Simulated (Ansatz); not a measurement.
Gas-phase electronic energies from Ansatz, PBE0-D4/def2-TZVP geometries. CBS: MP2 limit from def2 TZ/QZ plus the TZ coupled-cluster correction, frozen cores. Functionals use def2-TZVPP. One conformer a species, not always the lowest.

`BOC(C)[SiH3]` + `C=N[SiH2]N` → `C=N[SiH2]N[SiH3]` + `BOCC`  (ligand exchange at the Si–C bond)

`BOC(C)[SiH3]`:

Z-matrix (Å, degrees):
```
C
O 1 1.432
Si 1 1.900 2 107.7
C 1 1.514 2 109.1 3 123.0
H 1 1.099 2 108.7 3 -117.5
B 2 1.340 1 122.4 3 116.8
H 3 1.488 1 109.1 2 -177.7
H 3 1.486 1 109.6 2 62.6
H 3 1.486 1 109.6 2 -58.0
H 4 1.093 1 110.5 2 -179.4
H 4 1.092 1 110.9 2 -59.2
H 4 1.093 1 110.7 2 60.8
H 6 1.204 2 120.2 1 0.6
H 6 1.196 2 116.9 1 -179.5
```

`C=N[SiH2]N`:

Z-matrix (Å, degrees):
```
Si
N 1 1.750
N 1 1.708 2 114.0
H 1 1.493 2 109.5 3 120.4
H 1 1.482 2 105.7 3 -118.9
C 2 1.257 1 123.1 3 -123.4
H 3 1.007 1 120.1 2 76.0
H 3 1.007 1 120.3 2 -69.0
H 6 1.097 2 120.7 1 -179.8
H 6 1.104 2 124.1 1 0.2
```

`C=N[SiH2]N[SiH3]`:

```xyz
13

C     2.337   -0.536   -1.052
N     1.792   -0.539    0.081
Si    0.156   -1.080    0.357
N    -0.807    0.150    1.068
Si   -1.734    1.361    0.259
H     1.840   -0.871   -1.978
H     3.369   -0.185   -1.174
H    -0.484   -1.476   -0.931
H     0.257   -2.227    1.292
H    -0.700    0.262    2.067
H    -1.177    2.728    0.458
H    -1.708    1.031   -1.188
H    -3.142    1.381    0.741
```

`BOCC`:

```xyz
11

B    -0.333   -1.781    0.768
O     0.268   -1.017   -0.151
C     0.589    0.347    0.088
C    -0.199    1.239   -0.839
H    -0.571   -2.914    0.463
H    -0.613   -1.325    1.847
H     0.390    0.592    1.137
H     1.662    0.459   -0.092
H    -0.016    0.969   -1.881
H    -1.270    1.151   -0.644
H     0.092    2.282   -0.696
```

```
         level  ΔE (kJ/mol)
     r2SCAN-D4        -74.5
        r2SCAN        -74.5
MP2/def2-QZVPP        -79.1
  HF/CBS(def2)        -93.1
```

Q: What does CCSD(T)/CBS give? (An estimate is asked.)

A: Ansatz gave: -76.6 kJ/mol. The listed levels differ from it by 2.1, 2.1, -2.5, -16.5 kJ/mol.

Largest T1 diagnostic among the species: 0.013.

From PBE to PBE0 (25 % exact exchange), in def2-TZVPP and without D4, ΔE moves by −5.7 kJ/mol. In def2-TZVPP, CCSD(T) changes the Hartree–Fock value by +15.1 kJ/mol (the triples alone add +2.2 kJ/mol) and MP2 by +13.1 kJ/mol.
